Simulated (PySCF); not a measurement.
**Calculated NMR data**

Calculated, not measured (PySCF): GIAO PBE0/pcSseg-1 shieldings, geometry: GFN2-xTB. Rapidly exchanging positions averaged, a single conformation, gas phase, non-relativistic.

References, each an isolated molecule treated in the same way: $^{1}$H and $^{13}$C against TMS. Where no couplings were computed, multiplicities follow the n + 1 count of equivalent neighbours, and m marks all less simple cases (inequivalent or close neighbours, rings, F or P nearby). Shifts are as computed. Against solution values, carbons near 30 ppm lie about +3 ppm off and those near 130 ppm about +5 ppm (rms about the fit 2.1 ppm; single classes can miss by 10 ppm). Of 1328 compounds with measured shifts, 309 miss one by over three times the rms of a fit or turn the order of signals round; such compounds aren't used in these exercises. Signals without a measured value on file couldn't be tested in this way; 1H shifts scatter by 0.2 ppm about their fit, and single ones miss by 0.5 ppm.

Compound 1 (C5H11NO). $^{1}$H NMR (600 MHz, computed): δ 8.01 (s, 1H), 5.05 (sept, 1H), 2.79 (s, 3H), 1.16 (d, 6H). $^{13}$C{$^{1}$H} NMR (computed): δ 162.8 (CH), 42.4 (CH), 29.4 (CH3), 21.3 (CH3). Structure: `CC(C)N(C)C=O`.

Compound 2 (C5H7N3O). $^{1}$H NMR (600 MHz, computed): δ 8.18 (s, 1H), 4.30 (s, 3H), 2.67 (s, 3H). $^{13}$C{$^{1}$H} NMR (computed): δ 196.1 (C), 152.2 (C), 141.1 (CH), 41.9 (CH3), 30.5 (CH3). Structure: SMILES CC(=O)c1cnn(C)n1.
